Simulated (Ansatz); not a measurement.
A run for Ansatz (a quantum-chemistry and plane-wave program): R-BLYP/def2-TZVPP on BFH4OSi (SMILES FBO[SiH3]), a point of a torsion scan.

Ansatz 0.2 input:
```yaml
crystal:
  periodic: [false, false, false]
  atoms:
    - {symbol: F, position_ang: [2.38793819, 0.23971817, -0.58551799]}
    - {symbol: B, position_ang: [1.55011318, -0.02737327, 0.41715119]}
    - {symbol: O, position_ang: [0.43320353, -0.66011498, 0.17547399]}
    - {symbol: Si, position_ang: [-0.85066183, -1.11318614, -0.71162636]}
    - {symbol: H, position_ang: [1.88193363, 0.29698924, 1.49618815]}
    - {symbol: H, position_ang: [-0.56921000, -1.02942315, -2.14482829]}
    - {symbol: H, position_ang: [-1.07440848, -2.48653238, -0.26954614]}
    - {symbol: H, position_ang: [-1.90596047, -0.18108016, -0.31809888]}
basis:
  gaussian:
    orbitals: def2-TZVPP
hamiltonian:
  xc: {name: BLYP}
scf: {lower_state_search: off}
```

The head of its log:

```
WARN ansatz: RAYON_NUM_THREADS=1 ignored (pool sized by the plan → 1); use --threads N
Functional definition: BLYP
these checks for a lower state are left out or cut short: stability, starts, cluster_reference, orbital_swaps, neighbouring_geometries, increment
integrals: 0.09 GiB planned
1000 factors; their error is unknown
mean field: 0.68 GiB planned
mean field evaluation 1: about -13380.5480 eV, gradient 7.0e1 eV
mean field evaluation 2: about -13349.3338 eV, gradient 1.4e2 eV
```

Question: What total energy does the run end on?

Answer: -492.0072 hartree.
